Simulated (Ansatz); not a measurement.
`C=C[SiH](Cl)/C=C\[SiH](Cl)Cl` + HI → `Cl[SiH](Cl)I` + `C=C[SiH](Cl)C=C`  (ligand exchange at the Si–C bond)

Isolated molecules relaxed with PBE0-D4/def2-TZVP in Ansatz; ΔE leaves out vibrations. CBS: MP2 limit from def2 TZ/QZ plus the TZ coupled-cluster correction, frozen cores. Functionals use def2-TZVPP. B3LYP here is the variant with VWN-RPA as its local correlation; programs differ in this. def2 core potentials past Kr. For I outer-core shells are correlated without core-valence functions, which leaves a few kJ/mol of doubt a bond. Each species was taken in one conformer, which may not be the lowest.

```csv
level,ΔE (kJ/mol),difference from CCSD(T)/CBS
PBE-D4,-75.2,6.0
r2SCAN-D4,-78.4,2.8
PBE0-D4,-77.5,3.7
B3LYP-D4,-71.6,9.6
ωB97X-V,-75.7,5.5
ωB97M-V,-75.3,5.9
B2PLYP,-83.9,-2.7
PBE,-86.3,-5.1
r2SCAN,-82.9,-1.7
PBE0,-88.1,-6.9
B3LYP,-88.2,-7.0
HF/def2-TZVPP,-95.3,-14.1
MP2/def2-TZVPP,-78.6,2.6
SCS-MP2/def2-TZVPP,-78.1,3.1
CCSD/def2-TZVPP,-74.3,6.9
CCSD(T)/def2-TZVPP,-71.3,9.9
HF/def2-QZVPP,-96.4,-15.2
MP2/def2-QZVPP,-84.7,-3.5
SCS-MP2/def2-QZVPP,-83.8,-2.6
HF/CBS(def2),-96.5,-15.3
MP2/CBS(def2),-88.5,-7.3
CCSD/CBS(def2),-84.2,-3.0
CCSD(T)/CBS,-81.2,0
```

Largest T1 diagnostic among the species: 0.011.

The D4 term adds +16.6 kJ/mol with B3LYP and +10.6 kJ/mol with PBE0; it sums over pairs of atoms, weighted by their polarisabilities, and B3LYP, whose exchange is more repulsive, gets the larger term. In def2-TZVPP, CCSD(T) changes the Hartree–Fock value by +24.0 kJ/mol (the triples alone add +3.0 kJ/mol) and MP2 by +16.7 kJ/mol.
